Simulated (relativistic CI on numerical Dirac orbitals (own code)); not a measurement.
What each ingredient does to the levels of Lu LII

Base calculation: Dirac-Coulomb-Breit CI, orbitals from a KLI potential per configuration, QED by a radiative potential, unscaled Slater integrals.

CI space (outside the closed core [Ne]): 3s²3p⁶3d², 3s²3p⁵3d³, 3s3p⁶3d³, 3s²3p⁶3d4s, 3s²3p⁶3d4p, 3s²3p⁶3d4d, 3s²3p⁵3d²4s, 3s²3p⁶3d4f, 3s²3p⁵3d²4p, 3s²3p⁵3d²4d, 3p⁶3d⁴, 3p⁵3d⁵, 3p⁵3d⁴4s, 3p⁶3d³4s, 3p⁵3d³4s². Double excitations out of closed p, d and f shells are left out; levels of such configurations are missing from the list, as are those of other unlisted configurations, and high levels can miss mixing partners. These lack a partner that the ground configuration has and come out too high: 3s²3p⁵3d²4p, 3s²3p⁵3d²4d.

The lowest level and the first level of each name with at least 55 % of one term (blank where a level has no safe partner in the second run):

```csv
Level,Base (eV),Shift (eV)
3s²3p⁶3d² ³F2,0.000,0.000
3s²3p⁶3d² ³P0,22.531,-0.002
3s²3p⁶3d² ³F3,58.880,-0.161
3s²3p⁶3d² ¹G4,72.153,-0.164
3s²3p⁶3d² ³P1,73.665,-0.158
3s²3p⁶3d² ³F4,125.923,-0.319
3s²3p⁶3d² ¹S0,158.160,-0.315
3s²3p⁵3d³ ³P°1,384.650,+0.366
3s²3p⁵3d³ ³I°7,385.256,+0.342
```

At this charge energies of transitions that change n are usually good to better than 1 %, and those within a shell (Δn = 0) to a few per cent.

Question: One thing was changed in a second run, which moved the levels as shown. Which?
A. configuration mixing switched off
B. QED terms removed
C. Breit term removed
D. only the first configuration

Answer: B. QED terms removed. QED shifts follow the density of s (and p1/2) electrons at the nucleus, so configurations move by their count of such electrons; where none moves, the smaller shifts of p3/2 electrons and of j = l + 1/2 against j = l − 1/2 set the pattern.

LS names give the leading component of a level, which can be under half, so a name can repeat, a term be missing and a line seem to break the LS rules.
